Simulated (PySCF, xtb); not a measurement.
Ge(Cl)(Me) (CH3ClGe), SMILES [CH3][Ge][Cl] (connectivity only; charge and spin as stated), neutral, multiplicity 1.

GFN2-xTB (xtb 6.7.1) at its own geometry gives an orbital gap of 2.99 eV and a dipole moment of 2.49 D.

The structure is a stationary point at PBE-D3(BJ)/def2-TZVP.

Problem. What does HF/def2-TZVPD (PySCF) give? (The exact figures need the calculation; the answer reports its results.)

Solution. gap 9.59 eV (levels -9.28 and 0.31 eV), dipole 2.57 D.
